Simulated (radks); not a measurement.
Species: the neodymium ion Nd2+. Configuration: [Xe] 5d1 6s2 6p1 (not the ground configuration). All-electron calculation, scalar-relativistic Kohn-Sham, PBEsol, spin-polarised, spherical densities, finite nucleus; open shells are filled with parallel spins first (spin-orbit coupling, left out, can overturn this in heavy ions); Fermi nuclear charge, rms radius 4.9123 fm. Program: a radial shooting solver on a logarithmic mesh with Libxc functionals. Some entries of the table are withheld. Estimate them.

| orbital | occ. | eigenvalue (hartree) | r(max) (bohr) |
|---|---|---|---|
| 1s up | 1 | -1596.152 | 0.01510 |
| 1s down | 1 | -1596.151 | 0.01510 |
| 2s up | 1 | -260.0046 | 0.08554 |
| 2s down | 1 | -260.0019 | 0.08554 |
| 2p up | 3 | -232.6872 | 0.06894 |
| 2p down | 3 | -232.6849 | 0.06894 |
| 3s up | 1 | -58.26228 | 0.2440 |
| 3s down | 1 | -58.26051 | 0.2440 |
| 3p up | 3 | -49.64744 | 0.2389 |
| 3p down | 3 | -49.64550 | 0.2389 |
| 3d up | 5 | -37.67366 | 0.1963 |
| 3d down | 5 | -37.67113 | 0.1963 |
| 4s up | 1 | -13.27409 | 0.5626 |
| 4s down | 1 | -13.26988 | 0.5627 |
| 4p up | 3 | -10.41336 | 0.5860 |
| 4p down | 3 | -10.40928 | 0.5860 |
| 4d up | 5 | -6.33655 | 0.6102 |
| 4d down | 5 | -6.33197 | 0.6103 |
| 5s up | 1 | -2.85082 | 1.248 |
| 5s down | 1 | -2.82814 | 1.246 |
| 5p up | 3 | -2.04367 | (1) |
| 5p down | 3 | -2.01698 | (2) |
| 5d up | 1 | -0.99195 | 1.689 |
| 5d down | 0 | -0.95900 | 1.683 |
| 6s up | 1 | -0.75360 | 2.835 |
| 6s down | 1 | -0.71704 | 2.829 |
| 6p up | 1 | -0.55585 | 3.287 |
| 6p down | 0 | -0.52126 | 3.292 |

Answer. 
(1) 5p up r(max) (bohr): 1.374
(2) 5p down r(max) (bohr): 1.371
